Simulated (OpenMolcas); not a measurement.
# I5+: effect of the basis set

```
Program             : OpenMolcas
Method              : CASSCF
Active space        : 2 electrons in 8 orbitals (5s 5p 6s 6p)
State averaging     : 2S+1 = 3 even, 3 roots; 2S+1 = 1 even, 7 roots; 2S+1 = 3 odd, 3 roots; 2S+1 = 1 odd, 3 roots
Spin-orbit coupling : RASSI with atomic mean-field integrals over the reference wave functions, term energies averaged over their components
```

A. ANO-R2 [7s6p4d2f1g], X2C, finite nucleus; cost of the order of 21 core-seconds
B. ANO-RCC-VTZP [7s6p4d2f1g], DKH2, point nucleus; cost of the order of 18 core-seconds
C. ANO-RCC-VQZP [8s7p5d3f2g], DKH2, point nucleus; cost of the order of 25 core-seconds
D. ANO-RCC [10s9p8d5f3g], DKH2, point nucleus; cost about 40 core-seconds

Energies in cm⁻¹ above 5s² ¹S₀, the measured ground level; measured values from the list in Rauch et al., Astron. Astrophys. 606, A105 (2017).

```csv
Level,A,B,C,D,Measured
5s² ¹S₀,0.0,0.0,0.0,0.0,0.0
5s 5p ³P°₀,81629,82441,82230,81857,85666
5s 5p ³P°₁,85164,86132,85644,85372,89262
5s 5p ³P°₂,94031,95448,94144,94168,99685
5s 5p ¹P°₁,136308,137543,137273,137158,127424
5p² ³P₀,199429,201482,200802,200176,200085
5p² ³P₁,205891,208356,206925,206557,208474
5p² ³P₂,211120,213677,212067,211802,
5p² ¹D₂,225482,228197,226320,226247,209432
```

Deviations, from unrounded energies. A percentage is the sum of absolute deviations over the sum of measured energies, with the sign that they share, or ± where signs differ.

```csv
Against measurement,Levels,A,B,C,D
mean absolute deviation (cm-1),7,6000,5900,5900,6000
other configurations (%),7,±4.1,±4.0,±4.1,±4.1
```

A, B, C, D lie about equally close to measurement. The largest miss of B in the table is 5p² ¹D₂, by +19000 cm-1. The ranking rests on the paired levels alone, and a cruder setting can come out closer through cancelling errors.

Among A to D the level of the table that moves most is 5p² ¹D₂, by 2700 cm-1 (lowest in A, highest in B).

Active for correlation alone: 6p 6s; no level in the range computed is led by a configuration that fills them, so any true level of that kind is missing. The ¹D term of p² mixes with s d, which this space lacks. Computed and measured levels are paired by configuration, term and J; levels that our copy of the source lacks, or whose pairing is in doubt (as where it misses far off the trend of its configuration), stay unpaired and out of the deviations. Only configurations of the active space appear. The table leaves out levels that lie high or whose names do not pair safely across all columns.

° marks odd parity.
